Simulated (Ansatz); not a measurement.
The first iterations of a band of BClFH4N (8 atoms, charge 0, multiplicity 1).

Theory: Ansatz 0.2.0, RHF/def2-SVP.

| Quantity | Value |
| --- | --- |
| movable images | 7 |
| climbing image | yes |
| spring | 5.0 eV/Å² |
| optimiser | quadratic models (default) |
| start path | through a guess of the saddle point |
| force threshold | 0.05 eV/Å |
| iteration limit | 60 |
| end points | relaxed |

Image 0:

```xyz
8
Properties=species:S:1:pos:R:3
B 0.015 -0.191 0.244
Cl 0.216 0.809 1.808
H 0.938 -0.058 -0.521
F -1.230 -0.081 -0.303
N 0.067 -1.754 0.777
H -0.067 -2.394 0.009
H 0.949 -1.956 1.222
H -0.669 -1.903 1.453
```

Image 8:

```xyz
8
Properties=species:S:1:pos:R:3
B 0.072 -0.656 -0.581
Cl -0.244 0.129 3.455
H 0.990 0.078 -0.806
F -1.090 -0.442 -1.179
N 0.186 -1.725 0.315
H -0.544 -2.400 0.429
H 1.065 -2.001 0.702
H -0.216 -0.512 2.354
```

| iteration | highest image above the first end (eV) | largest band force component (eV/Å) |
| --- | --- | --- |
| 1 | 6.236 | 6.591 |
| 2 | 3.456 | 3.514 |
| 3 | 2.214 | 5.449 |
| 4 | 1.806 | 1.361 |
| 5 | 1.576 | 0.974 |
| 6 | 1.504 | 0.764 |

**Question.** Does the band converge within its limit, and where does its top end?

**Answer.** It converged. It ended after 18 iterations with the highest image 1.397 eV above the first end. A vibrational analysis at the climbing image gives one clearly imaginary mode, 791i cm⁻¹: a first-order saddle point. The orbitals stay closed-shell, which can raise the energy where a bond breaks towards radicals; this wasn't checked here.

Time of the run: 2.6 min on 1 thread of Arm Neoverse V1, on a shared host, peak memory 0.14 GiB.
